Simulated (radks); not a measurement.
Q: Coherent X-ray form factor from a spherical all-electron density. All-electron calculation, non-relativistic Kohn-Sham, LB94 model potential, spin-polarised, spherical densities, point nucleus. Program: a radial shooting solver on a logarithmic mesh with Libxc functionals.

sin(theta)/lambda (1/angstrom),f0 (electrons)
0.05,23.762
0.1,23.075
0.15,22.014
0.2,20.683
0.25,19.193
0.3,17.647
0.4,14.698
0.5,12.228
0.6,10.335
0.8,7.984
1,6.749
1.25,5.756
1.5,4.898
2,3.380

The species is in the configuration that NIST lists as its ground one. Which atom or ion scatters so?

A: The cobalt ion Co3+, [Ar] 3d6. Extrapolating in s^2 from the first two rows gives f0(0) = 24.0, near the electron count 24; among species with that count, the fall with angle is slower the higher Z, and the table is that of Z = 27; from so few rows the species is fixed only to a neighbour or two.
